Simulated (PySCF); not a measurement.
## Excitation energy of V by level of theory

V [Ar] 3d3 4s2 (4F) → V [Ar] 3d3 4s1 4p1 (high-spin determinant), as a difference of total energies. All numbers are calculated (PySCF 2.14, scalar relativity by spin-free X2C-1e, in x2c-TZVPPall with one added diffuse shell each of s, p, d, f type (7s6p5d3f1g, 80 functions)). Correlated levels: valence: [Ar] frozen. The calculations carry no spin-orbit coupling.

| method | excitation energy (eV) |
| --- | --- |
| UHF | 1.037 |
| MP2 (valence) | 1.772 |
| SCS-MP2 (valence) | 2.050 |
| CCSD (valence) | 1.945 |
| CCSD(T) (valence) | 1.993 |

Question: How much does correlation contribute at CCSD(T) (valence)?

Answer: 1.993 − (1.037) = 0.956 eV, measured against UHF.

The determinant of the upper state mixes LS terms, which raises its energy above the lowest term, most at the Hartree-Fock and MP2 levels.
